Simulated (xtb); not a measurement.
titanium atom (Ti), triplet (GFN-xTB shapes and energies of metal compounds can be far from the true ones); xtb 6.7.1 with GFN1-xTB with ALPB(dmso).

Here is a job for xtb.
```
$ xtb mol.xyz --gfn 1 --uhf 2 --alpb dmso --json

# file mol.xyz
1

Ti     0.00000000     0.00000000     0.00000000
```

Q: Predict the main parts of the log of this xtb run.

A: 
```
   ID    Z sym.   atoms
    1   22 Ti     1

           -------------------------------------------------
          |                Calculation Setup                |
           -------------------------------------------------

           -------------------------------------------------
          |                 G F N 1 - x T B                 |
           -------------------------------------------------

      * Solvation model:               ALPB
        Solvent                        dmso
        Parameter file                 internal GFN1-xTB/ALPB
        Dielectric constant                4.6680E+01
        Reference state                gsolv [1 M gas/solution]
        Free energy shift                  7.6243E-03 Eh       4.7843E+00 kcal/mol
        Temperature                        2.9815E+02 K
        Density                            1.1000E+00 kg/L
        Solvent mass                       7.8130E+01 g/mol
        Interaction kernel             P16
        Born radius scaling (c1)           1.7672E+00
        Born radii integrator          GBOBC
        Born offset                        0.0000E+00 a0       0.0000E+00 AA
        H-bond correction              true
        Ion screening                  false
        Surface tension                    1.0000E-05 Eh       1.5569E+01 dyn/cm
        Grid points                               230 per atom

          ...................................................
          :                      SETUP                      :
          :.................................................:
          :  # basis functions                  10          :
          :  # atomic orbitals                   9          :
          :  # shells                            3          :
          :  # electrons                         4          :
          :  # halogen bonds                     0          :
          :  max. iterations                   250          :
          :  Hamiltonian                  GFN1-xTB          :
          :  restarted?                      false          :
          :  GBSA solvation                   true          :
          :  PC potential                    false          :
          :  electronic temp.          300.0000000     K    :
          :  accuracy                    1.0000000          :
          :  -> integral cutoff          0.2500000E+02      :
          :  -> integral neglect         0.1000000E-07      :
          :  -> SCF convergence          0.1000000E-05 Eh   :
          :  -> wf. convergence          0.2000000E-04 e    :
          :  Broyden damping             0.4000000          :
          :  net charge                          0          :
          :  unpaired electrons                  2          :
          ...................................................

 iter      E             dE          RMSdq      gap      omega  full diag
   1     -1.1448696 -0.114487E+01  0.526E-02    0.00       0.0  T
   2     -1.1448704 -0.832942E-06  0.335E-02    0.00       0.0  T
   3     -1.1448707 -0.328406E-06  0.205E-02    0.00       0.0  T
   4     -1.1448709 -0.122742E-06  0.117E-02    0.00       0.0  T
   5     -1.1448709 -0.412668E-07  0.608E-03    0.00       0.0  T
   6     -1.1448709 -0.117391E-07  0.278E-03    0.00       0.0  T
   7     -1.1448709 -0.260978E-08  0.106E-03    0.00       0.0  T
   8     -1.1448709 -0.404963E-09  0.312E-04    0.00       0.0  T
   9     -1.1448709 -0.357909E-10  0.741E-05    0.00       0.0  T
  10     -1.1448709 -0.200728E-11  0.176E-05    0.00       0.0  T

   *** convergence criteria satisfied after 10 iterations ***

 transition dipole moment (au) for excitation:           2           3
     X       Y       Z
   0.0000   0.0000   0.0000  total (au/Debye):    0.000   0.000
 dE (eV)             :    0.000
 oscillator strength :  0.00000E+00

         :::::::::::::::::::::::::::::::::::::::::::::::::::::
         ::                     SUMMARY                     ::
         :::::::::::::::::::::::::::::::::::::::::::::::::::::
         :: total energy              -1.144870925694 Eh    ::
         :: total w/o Gsasa/hb        -1.147245723126 Eh    ::
         :: gradient norm              0.000000000000 Eh/a0 ::
         :: HOMO-LUMO gap              0.000000000000 eV    ::
         ::.................................................::
         :: SCC energy                -1.144870925694 Eh    ::
         :: -> electrostatic           0.000001097023 Eh    ::
         :: -> Gsolv                   0.002374797432 Eh    ::
         ::    -> Gelec               -0.000000000000 Eh    ::
         ::    -> Gsasa               -0.005249481573 Eh    ::
         ::    -> Ghb                  0.000000000000 Eh    ::
         ::    -> Gshift               0.007624279005 Eh    ::
         :: repulsion energy           0.000000000000 Eh    ::
         :: dispersion energy          0.000000000000 Eh    ::
         :: halogen bond corr.         0.000000000000 Eh    ::
         :: add. restraining           0.000000000000 Eh    ::
         :: total charge              -0.000000000007 e     ::
         :::::::::::::::::::::::::::::::::::::::::::::::::::::

           -------------------------------------------------
          |                Property Printout                |
           -------------------------------------------------

    * Orbital Energies and Occupations

         #    Occupation            Energy/Eh            Energy/eV
      -------------------------------------------------------------
         1        1.9978           -0.2934371              -7.9848
         2        0.4004           -0.2802841              -7.6269
         3        0.4004           -0.2802841              -7.6269 (HOMO)
         4        0.4004           -0.2802841              -7.6269 (LUMO)
         5        0.4004           -0.2802841              -7.6269
         6        0.4004           -0.2802841              -7.6269
         7                         -0.0343478              -0.9347
         8                         -0.0343478              -0.9347
         9                         -0.0343478              -0.9347
      -------------------------------------------------------------
                  HL-Gap            0.0000000 Eh            0.0000 eV
             Fermi-level           -0.2841476 Eh           -7.7321 eV

  Mulliken/CM5 charges         n(s)   n(p)   n(d)
     1Ti   -0.00000 -0.00000   1.998  0.000  2.002

Wiberg/Mayer (AO) data.
largest (>0.10) Wiberg bond orders for each atom

 ---------------------------------------------------------------------------
     #   Z sym  total        # sym  WBO       # sym  WBO       # sym  WBO
 ---------------------------------------------------------------------------
     1  22 Ti   0.000
 ---------------------------------------------------------------------------

 dipole moment from electron density (au)
     X       Y       Z
   0.0000   0.0000   0.0000  total (Debye):    0.000

           -------------------------------------------------
          | TOTAL ENERGY               -1.144870925694 Eh   |
          | GRADIENT NORM               0.000000000000 Eh/α |
          | HOMO-LUMO GAP               0.000000000000 eV   |
           -------------------------------------------------

normal termination of xtb
```
